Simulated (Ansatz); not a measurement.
System: sum formula Si2H4F, net charge -1, singlet state. It need not be the lowest isomer of its formula. Whether it binds its extra electron was not tested at this geometry. 
Geometry from a B3LYP-D3(BJ)/def2-TZVP (Ansatz, a program for electronic structure) optimisation:
```
Si
F 1 1.6558
H 1 1.5086 2 102.60
H 1 1.5097 3 102.18 2 -103.88
Si 1 2.3466 3 112.53 4 -132.69
H 5 1.5337 1 93.79 3 151.10
H 5 1.5385 6 94.79 1 87.94
```
Charge -1, spin multiplicity 1.

Total electronic energies in hartree. Valence correlation only, unless marked. No spin-orbit coupling. No relativistic terms. CBS(X,Y): correlation extrapolated as X^-3; Hartree-Fock from the larger set.

| level | program | energy (Eh) |
|---|---|---|
| HF/aug-cc-pV(T+d)Z | Ansatz | -679.75158 |
| B2GP-PLYP-D3(BJ)/def2-TZVPD | Ansatz + dftd3 | -680.97161 |
| B2PLYP-D4/def2-TZVPD | Ansatz + dftd4 | ? |
| MP2/cc-pwCVTZ | Ansatz | -680.27510 |
| MP2/cc-pV(5+d)Z | Ansatz | -680.34962 |
| SCS-MP2/STO-3G | Ansatz | -671.49203 |
| CCSD/cc-pVTZ | Ansatz | -680.29796 |
| CCSD(T)/aug-cc-pV(D+d)Z | Ansatz | -680.19369 |
| CCSD(T)/CBS(aug-cc-pV(T+d)Z,aug-cc-pV(Q+d)Z) | Ansatz | -680.4144 |

Task: Some entries are withheld; supply them.

Result: 
- B2PLYP-D4/def2-TZVPD, energy (Eh): -681.07109
